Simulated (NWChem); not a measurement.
# C$_{3}$H$_{2}$FNS; SMILES Fc1cncs1

Program: NWChem. All runs use the structure optimised with PBE-D3(BJ)/def2-SVP. Ions are spin-unrestricted doublets at the neutral geometry; other ion states weren't tried. Functional: LC-ωPBE (HJS hole) with def2-SVP; the question gives the range parameter ω in 1/bohr.

Q: Estimate the computed values for range parameter (1/bohr) 0.30. Quantities: vertical ionisation energy, ΔSCF (eV); −ε(HOMO) (eV).

A: The vertical ionisation energy, ΔSCF (eV) is 9.58 and the −ε(HOMO) (eV) is 9.44.
